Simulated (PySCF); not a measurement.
Species: C₅H₁₁O (charge 0, doublet). It need not be the lowest isomer of its formula. 
Geometry from a B3LYP-D3(BJ)/def2-TZVP (Ansatz) optimisation:
```
C
H 1 1.0933
H 1 1.0947 2 107.00
C 1 1.5205 2 108.59 3 116.65
H 4 1.0998 1 108.53 2 66.70
O 4 1.4326 5 109.05 1 -116.10
H 6 0.9628 4 108.66 5 -62.79
C 4 1.5222 5 109.00 6 -121.28
H 8 1.0917 4 110.28 5 -179.53
H 8 1.0920 9 108.65 4 -121.75
H 8 1.0931 9 108.24 10 -116.67
C 1 1.5298 2 109.56 3 -118.70
H 12 1.0968 1 109.64 2 -63.01
H 12 1.1000 13 105.02 1 115.84
C 12 1.4836 13 109.97 14 118.72
H 15 1.0813 12 121.01 13 -36.73
H 15 1.0823 16 117.71 12 171.22
```
Charge 0, spin multiplicity 2.

Dispersion corrections to the total energy (kcal/mol) from the dftd3 and dftd4 libraries through PySCF: D3(BJ) without and D4 with the three-body term, each with the damping fitted for the functional named.

```json
[
 {"functional": "r2SCAN", "D3(BJ)": "-2.30", "D4": "-1.96"},
 {"functional": "PBE", "D3(BJ)": "-7.97", "D4": "-7.30"},
 {"functional": "revPBE", "D3(BJ)": "?", "D4": "-25.41"},
 {"functional": "PBE0", "D3(BJ)": "-6.72", "D4": "?"},
 {"functional": "PW6B95", "D3(BJ)": "-3.58", "D4": "-6.18"},
 {"functional": "BLYP", "D3(BJ)": "-16.16", "D4": "-16.26"},
 {"functional": "B2GP-PLYP", "D3(BJ)": "?", "D4": "-3.06"}
]
```

Question: Some entries are withheld; supply them.

Answer: 
- revPBE, D3(BJ): -20.52
- PBE0, D4: -6.12
- B2GP-PLYP, D3(BJ): -4.03
